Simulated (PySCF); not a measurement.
A structure optimised at PBE0-D3(BJ)/def2-SVP, used in a PySCF frequency run:

```
W
N 1 1.7468
H 2 1.0171 1 152.08
N 1 1.9442 2 105.57 3 120.66
H 4 1.0146 1 124.83 2 14.84
H 4 1.0161 5 111.44 1 176.62
N 1 1.9442 2 105.57 3 -120.66
H 7 1.0146 1 124.83 2 -14.84
H 7 1.0161 8 111.44 1 -176.62
S 1 2.1551 2 114.97 3 0.00
```

Task: Write its SMILES, formula and point group.

Result: [NH]=[W]([NH2])([NH2])=[S], H5N3SW, Cs

Task: What are its rotational constants (standard atomic weights)?

Result: 3.1541, 2.1281, 1.9569 GHz
